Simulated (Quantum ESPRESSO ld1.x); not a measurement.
Question: The germanium ion Ge3+, configuration [Ar] 3d10 4s1. Calculated with ld1.x of Quantum ESPRESSO 7.5: scalar-relativistic Kohn-Sham, LDA (Slater exchange, Perdew-Zunger correlation), spin-polarised, spherical densities, point nucleus; open shells are filled with parallel spins first. Some entries of the table are withheld. Estimate them.

| orbital | occ. | eigenvalue (hartree) | <r^2> (bohr^2) |
|---|---|---|---|
| 1s up | 1 | -403.359 | 0.002981 |
| 1s down | 1 | -403.356 | 0.002981 |
| 2s up | 1 | -51.5818 | 0.05221 |
| 2s down | 1 | -51.5801 | 0.05221 |
| 2p up | 3 | -45.2858 | 0.04143 |
| 2p down | 3 | -45.2838 | 0.04143 |
| 3s up | 1 | -7.41995 | 0.4514 |
| 3s down | 1 | -7.41586 | 0.4507 |
| 3p up | 3 | -5.49576 | 0.4937 |
| 3p down | 3 | -5.49074 | 0.4923 |
| 3d up | 5 | -2.33557 | 0.6724 |
| 3d down | 5 | -2.32616 | 0.6612 |
| 4s up | 1 | -1.52557 | 3.809 |
| 4s down | 0 | -1.46928 | 3.826 |
| 4p up | 0 | -1.13934 | 5.082 |
| 4p down | 0 | -1.08424 | 5.207 |
| 4d up | 0 | -0.62962 | 10.18 |
| 5s up | 0 | -0.59458 | (1) |
| 4d down | 0 | -0.59280 | 11.09 |
| 5s down | 0 | -0.57954 | (2) |
| 4f up | 0 | -0.32955 | 25.43 |
| 4f down | 0 | -0.31694 | 28.47 |

Answer: 
(1) 5s up <r^2> (bohr^2): 17.87
(2) 5s down <r^2> (bohr^2): 18.61
